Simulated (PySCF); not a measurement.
# Electron correlation in Zn¹⁵⁺ (zinc, charge +15)

[Ne] 3s2 3p3, high-spin 4S determinant. All numbers are calculated (PySCF 2.14, the spin-free X2C one-electron Hamiltonian (Gaussian nucleus), in an even-tempered Gaussian basis (19 s from 1.2 bohr⁻², ratio 2.5; 12 p from 1.6 bohr⁻², ratio 2.5; 5 d from 7.8 bohr⁻², ratio 2.7; 4 f from 12 bohr⁻², ratio 2.7)). Frozen: 1s2; 13 electrons correlated; the 22 highest virtual orbitals of each spin left out.

| level | correlation energy (mhartree) |
| --- | --- |
| CCSD | -487.98 |
| (T) | -2.17 |
| CCSD(T) | -490.15 |

Diagnostics: T1 = 0.0010, D1 = 0.0032, largest double amplitude 0.035.

Cost of the coupled-cluster step: roughly 24 core-seconds, for 13 correlated electrons.

Iterations:

```
CC2 = 0
CCSD nocc = (np.int64(8), np.int64(5)), nmo = (85, 85)
frozen orbitals [[0, 86, 87, 88, 89, 90, 91, 92, 93, 94, 95, 96, 97, 98, 99, 100, 101, 102, 103, 104, 105, 106, 107], [0, 86, 87, 88, 89, 90, 91, 92, 93, 94, 95, 96, 97, 98, 99, 100, 101, 102, 103, 104, 105, 106, 107]]
max_cycle = 100
direct = 0
conv_tol = 1e-08
conv_tol_normt = 1e-06
diis_space = 8
diis_start_cycle = 0
Init t2, MP2 energy = -0.472305473128254
Init E_corr(UCCSD) = -0.472305473131376
cycle = 1  E_corr(UCCSD) = -0.484200338973523  dE = -0.0118948658  norm(t1,t2) = 0.0165782
cycle = 2  E_corr(UCCSD) = -0.487088702279298  dE = -0.00288836331  norm(t1,t2) = 0.0043182
cycle = 3  E_corr(UCCSD) = -0.487985916929115  dE = -0.00089721465  norm(t1,t2) = 0.00119898
cycle = 4  E_corr(UCCSD) = -0.487977991862731  dE = 7.92506638e-06  norm(t1,t2) = 6.13932e-05
cycle = 5  E_corr(UCCSD) = -0.487977542545707  dE = 4.49317024e-07  norm(t1,t2) = 1.64492e-06
cycle = 6  E_corr(UCCSD) = -0.487977635385597  dE = -9.28398906e-08  norm(t1,t2) = 1.30736e-07
cycle = 7  E_corr(UCCSD) = -0.487977634636807  dE = 7.48790419e-10  norm(t1,t2) = 9.36359e-09
UCCSD converged
E(UCCSD) = -1684.744753017961  E_corr = -0.4879776346368067
UCCSD(T) correction = -0.00216618378622806
```
